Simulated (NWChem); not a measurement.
A series in which one site is exchanged, each optimised at PBE0/def2-SVP with NWChem, gas phase unless a solvent is named. For some, no frequency run checked for a minimum. def2 effective core potentials on Sn; no spin-orbit coupling.

A: [Sn]([F])([F])([Cl])[F] (SnClF$_{3}$; site = Cl)
B: [F][Sn]([F])([F])[F] (SnF4; site = F)
C: [F][SnH]([F])[F] (SnHF3; site = H)
D: [F][Sn]([Br])([F])[F] (SnBrF3; site = Br)

Task: Rank them by dipole (D), PBE0/def2-SVP, lowest first.

Result: B (0.00), A (1.40), D (2.11), C (3.37)
